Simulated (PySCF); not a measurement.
H₃O₃Si, charge +1, multiplicity 1. Atoms are numbered in the order given.

```xyz
7

O     -1.4729    -0.5323     0.0000
Si     0.0101     0.0073     0.0000
O      1.1985    -1.0380     0.0000
O      0.0981     1.5827     0.0000
H     -1.7500    -1.4622     0.0000
H      2.1612    -0.9227     0.0000
H      0.8577     2.1833     0.0000
```
Charge +1, spin multiplicity 1.

Coordinates come from a r2SCAN-D4/def2-SVP optimisation. The multiplicity is an assumed one; other spin states were not compared. The isomer is the one that the SMILES or the coordinates give; other isomers of the formula were not compared. One conformer was computed; it need not be the lowest.

Method: r2SCAN/def2-TZVPD (PySCF).

ESP charges are fitted to the potential on shells at 1.4 to 2.0 van der Waals radii. Atomic charges (e):

```json
[
 {"atom": "O1", "ESP fit": "-0.46", "IAO": "-0.72"},
 {"atom": "Si2", "ESP fit": "1.09", "IAO": "1.85"},
 {"atom": "O3", "ESP fit": "-0.54", "IAO": "-0.73"},
 {"atom": "O4", "ESP fit": "-0.46", "IAO": "-0.72"},
 {"atom": "H5", "ESP fit": "0.46", "IAO": "0.44"},
 {"atom": "H6", "ESP fit": "0.47", "IAO": "0.44"},
 {"atom": "H7", "ESP fit": "0.44", "IAO": "0.44"}
]
```
